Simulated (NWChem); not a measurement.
Species: SnICl, singlet; SMILES [Cl][Sn][I]

```xyz
3

Sn    -0.6548     1.0059     0.0000
Cl     1.4744     2.0908     0.0000
I      0.1449    -1.6196     0.0000
```
Atoms are numbered in this order, from 1.

Computed with NWChem. Low-valent species are run as closed-shell singlets; no triplet was tried in these runs. The geometry was optimised at PBE0/def2-SVP. def2 effective core potentials on Sn, I; no spin-orbit coupling. Total energies compare along this basis series because the functional is fixed.

```tsv
level	basis functions	energy (Ha)	highest occupied level (eV)	orbital gap (eV)	dipole (D)
TPSS/def2-SVP	70	-971.9898	___	2.66	2.84
TPSS/def2-SVPD	94	-972.0006	-6.59	2.67	2.87
TPSS/def2-TZVP	137	-972.1651	-6.54	2.71	2.85
TPSS/def2-TZVPP	142	-972.1651	-6.54	2.71	2.85
TPSS/def2-QZVP	234	-972.1819	-6.56	2.71	2.82
```

Task: Some entries are withheld; supply them.

Result: 
- TPSS/def2-SVP, highest occupied level (eV): -6.45
